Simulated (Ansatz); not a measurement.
`FB(Br)Br` + H₂O → `OB(Br)Br` + H–F at 500 K and 1 bar (formal hydrolysis of a B–F bond).

Calculated with Ansatz (gas phase, PBE0-D4/def2-TZVP geometries, no zero-point term in ΔE). CCSD(T)/CBS is the MP2 limit (def2-TZVPP, def2-QZVPP) plus CCSD(T) − MP2 in def2-TZVPP, frozen cores. This one scheme is used for every species. For Br outer-core shells are correlated without core-valence functions, which leaves a few kJ/mol of doubt a bond. Scalar relativity is left out up to krypton. One conformer a species, not always the lowest.

```
   species  CCSD(T)/CBS energy (Eh)  H − E (kJ/mol)  S (J/(mol·K))
`FB(Br)Br`              -5271.35159            49.2          345.3
       H₂O                -76.37941            73.2          206.3
`OB(Br)Br`              -5247.33602            84.2          358.3
       H–F               -100.39570            39.4          188.7
```

H − E and S are ideal-gas, rigid-rotor, harmonic terms from PBE0-D4/def2-TZVP, for one conformer and one mirror image of each species. 1 Eh = 2625.50 kJ/mol, R = 8.31446 J/(mol·K).

Task: By hand: ΔE, ΔH, ΔS and ΔG.

Result: ΔE = (-5247.33602) + (-100.39570) − (-5271.35159) − (-76.37941) = -0.00072 Eh = -1.9 kJ/mol. Δ(H − E) = 84.2 + 39.4 − 49.2 − 73.2 = 1.2, so ΔH = -0.7 kJ/mol. ΔS = 358.3 + 188.7 − 345.3 − 206.3 = -4.6 J/(mol·K). ΔG = -0.7 − 500 × (-4.6)/1000 = 1.6 kJ/mol.

Task: By hand: the equilibrium constant, and the temperature at which ΔG would vanish if ΔH and ΔS stayed fixed.

Result: log₁₀ K = −ΔG/(RT ln 10) = -0.2. ΔG = 0 at ΔH/ΔS = 152 K, though so small a ΔH makes that figure unsure.

TΔS isn't small against ΔH here. The sign of ΔG lies within the doubt. A doubt of 5 kJ/mol in ΔE shifts log₁₀ K by 0.5 here. Other conformers and mirror images would add mixing entropy, several J/(mol·K) or more a flexible species. These are equilibria of isolated gas molecules and say nothing of rates. Largest T1 diagnostic: 0.010 (customary marks: 0.02 for closed shells, 0.045 for open ones).
